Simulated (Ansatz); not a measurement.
Cost and result up the ladder for Cu₂F (3 atoms). The state is a doublet with charge 0. Geometry: r2SCAN-D4/def2-TZVP.

```tsv
atom	x (Å)	y (Å)	z (Å)
Cu1	-0.5192	-0.0019	0.1566
Cu2	1.3767	0.4521	1.3393
F3	-0.8575	-0.4501	-1.4959
```

Ansatz on 4 threads of Arm Neoverse V1 on a shared host. Times are rough, and most runs start from the orbitals of an earlier one. r2SCAN0-D4/def2-TZVP serves as the yardstick here, not as an exact answer. Binding counts from free atoms at the same level (Cu doublet, F doublet; other spins of the atoms weren't run), without zero-point energy.

Correlated methods freeze 19 core orbitals. Another isomer (doublet) lies 0.17 eV lower at PBE0-D4/def2-TZVP; other spin states weren't run for this one.

| level | functions | wall time | binding energy per atom (eV) | difference from r2SCAN0-D4/def2-TZVP (eV) | remarks |
| --- | --- | --- | --- | --- | --- |
| PBE-D4/def2-TZVP (with forces) | 121 | 2.2 s | 1.88 | 0.28 | – |
| HF/def2-TZVP | 121 | 2.5 s | 1.06 | -0.54 | – |
| PBE0-D4/def2-TZVP | 121 | 3.4 s | 1.62 | 0.02 | – |
| r2SCAN-D4/def2-TZVP | 121 | 4.5 s | 1.85 | 0.24 | – |
| r2SCAN0-D4/def2-TZVP | 121 | 6.5 s | 1.60 | 0.00 | – |
| CCSD(T)/def2-TZVPP | 159 | 54 s | 1.51 | -0.09 | large T1 |
